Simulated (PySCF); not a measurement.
Species: C5H5FN (doublet state).
Structure used (GFN2-xTB), in Å, numbered top down from 1:
```xyz
12
C5H5FN angstrom
C      1.665   -0.679    0.124
C      1.189    0.583   -0.089
C     -0.129    0.904   -0.340
F     -0.450    2.205   -0.509
C     -1.292   -0.030   -0.432
C     -1.561   -0.623    0.861
N     -1.756   -1.080    1.889
H      2.709   -0.846    0.307
H      1.019   -1.538    0.138
H      1.878    1.417   -0.073
H     -2.178    0.523   -0.757
H     -1.090   -0.837   -1.145
```

The hyperfine couplings belong to this conformer and change with its torsions.

The species is `C=C[C](F)CC#N` [radical].

Computed, not measured: PySCF 2.14.0, UKS B3LYP, pcH-1 on C F H N, non-relativistic, mean-field spin-orbit, GIAO. One conformer (not necessarily the lowest) at the GFN2-xTB geometry, without solvent, vibrations or thermal averaging. A GFN2-xTB geometry isn't a minimum of the functional, and hyperfine couplings can be far from their values at a DFT geometry. No stability test was run, so a lower SCF solution isn't excluded. ⟨S²⟩ is 0.776 where a pure state has 0.75.

**Question.** Break the g tensor into its mass correction, gauge correction and orbital-Zeeman/spin–orbit terms.

**Answer.** 
| Δg (ppm) | 1 | 2 | 3 |
| --- | --- | --- | --- |
| relativistic mass correction | -184 | -184 | -184 |
| gauge correction | 1 | 45 | 36 |
| orbital Zeeman/spin–orbit | -36 | 1449 | 2086 |
| total | -219 | 1309 | 1938 |

So g = 2.00210, 2.00363, 2.00426 and g_iso = 2.00333; the tensor is rhombic: the two nearest values differ by 29 % of g3 − g1. Axes: g3 points within 9° of the C1–H8 bond.

**Question.** At 9.471 GHz, how far is the centre of the isotropic spectrum from where a free electron (g = 2.002319) resonates?

**Answer.** B = hν/(g μB) with μB/h = 13.99624 MHz/mT gives 337.95 mT for the free electron and 337.78 mT at g_iso, 0.17 mT lower.

**Question.** What effective moment and Curie constant follow for a powder?

**Answer.** With the mean of g² = 4.0133 and S(S+1) = 0.75: μ_eff = √(⟨g²⟩S(S+1)) = 1.735 μB and χT = 0.12505·⟨g²⟩·S(S+1) = 0.376 cm³ K/mol (cgs; spin-Hamiltonian part alone).

**Question.** In a frozen sample, at which fields do the three g values resonate at 9.5, 34, 94 and 263 GHz (hyperfine left aside), and which band first spreads them over more than twice a line width of 0.3 mT?

**Answer.** 
| band | GHz | B(g3) mT | B(g2) mT | B(g1) mT | spread mT |
| --- | --- | --- | --- | --- | --- |
| X | 9.5 | 338.66 | 338.76 | 339.02 | 0.36 |
| Q | 34.0 | 1212.03 | 1212.41 | 1213.34 | 1.31 |
| W | 94.0 | 3350.91 | 3351.96 | 3354.52 | 3.61 |
| J | 263.0 | 9375.42 | 9378.36 | 9385.52 | 10.10 |

The spread grows in proportion to the frequency. Q band is the first where it exceeds 0.6 mT.

Largest spin populations (Mulliken): C1 (+0.65), C3 (+0.61) and C2 (-0.26). The positive populations add up to 1.36 and the negative ones to -0.36, together 2S = 1. The angles at C1 add up to 360.0°, so it is planar.

The HOMO–LUMO gaps are 5.91 eV among the α and 5.77 eV among the β orbitals.
